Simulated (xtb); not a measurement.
CH8OSi2, SMILES [SiH3]O[SiH2]C. All values are semi-empirical tight-binding results from xtb (GFN2-xTB unless named), good for trends rather than for accurate numbers. Geometry optimised at GFN2-xTB. Other conformers were not sampled.

Optimised geometry:

```xyz
12

Si     1.0515     0.3197    -0.7106
C      2.1409     0.2107     0.8371
O     -0.4910     0.0114    -0.3152
Si    -1.8883    -0.4142     0.3767
H      1.4233    -0.6947    -1.6992
H      1.0424     1.6722    -1.2707
H      1.8209     0.9184     1.5976
H      2.1039    -0.7817     1.2794
H      3.1786     0.4273     0.6024
H     -1.6331    -0.6954     1.7900
H     -2.3550    -1.6050    -0.3307
H     -2.7842     0.7273     0.2055
```

A frequency run showed that this geometry is not a minimum.

- orbital gap = 5.60 eV
- dipole moment = 0.60 D
- static polarisability (D4 model) = 77.4 bohr³
- solvation energy, GFN2-xTB/ALPB(water) = 1.3 kcal/mol
- solvation energy, GFN2-xTB/ALPB(ether) = -2.8 kcal/mol

Problem. Give the atomic charges and the Wiberg bond orders between heavy atoms. (The exact figures need the calculation; the answer reports its results.)

Solution. charges (e) Si1 0.52, C2 -0.20, O3 -0.45, Si4 0.51, H5 -0.09, H6 -0.09, H7 0.03, H8 0.03, H9 0.02, H10 -0.10, H11 -0.10, H12 -0.10. Bond orders Si1–C2 0.91, Si1–O3 1.08, O3–Si4 1.10.
